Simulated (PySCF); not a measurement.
Problem. What does the PBE0-D3(BJ)/def2-SVP structure of `BOB(N)Br` look like in three dimensions?

Solution. 
```xyz
9
B2BrH4NO angstrom
B     -1.7810    0.6009    0.3914
O     -0.4288    0.6183    0.4184
B      0.5251   -0.2294   -0.0876
N      1.7809   -0.2875    0.5052
Br     0.1611   -1.3292   -1.6445
H     -2.3744   -0.3398   -0.0860
H     -2.3529    1.5505    0.8752
H      2.0063    0.2758    1.3153
H      2.5228   -0.8840    0.1695
```

Any rigid rotation of these coordinates is as good. Atoms count from 1 in this order. N4 (boron-bound nitrogen) is planar (angles 123.2°, 121.3° and 115.6°, sum 360.0°, 0.00 Å off the plane of its three neighbours). Of the pairs four or more bonds apart, Br5···H6 is among the closest relative to their van der Waals radii: 3.14 Å, 103 % of the sum of Bondi's values. The B–O distances run from 1.353 Å (B1–O2, drawn single) to 1.373 Å (O2–B3, drawn single), a spread of 0.020 Å. B1 (three-coordinate boron) is planar (angles 122.4°, 120.5° and 117.0°, sum 360.0°, 0.01 Å off the plane of its three neighbours).

Bonds between heavy atoms (Å): B1–O2 1.353, O2–B3 1.373, B3–N4 1.390, B3–Br5 1.941.

Method used: PBE0-D3(BJ)/def2-SVP geometry optimisation, gas phase (PySCF).

Point group: C1 (no symmetry element, even within 0.4 Å). No PBE0-D3(BJ)/def2-SVP frequencies stand behind this structure, so it isn't proved a minimum. One conformer, not necessarily the lowest (H–B1–O2–B3 5° and -176°, B1–O2–B3–N4 -154°).
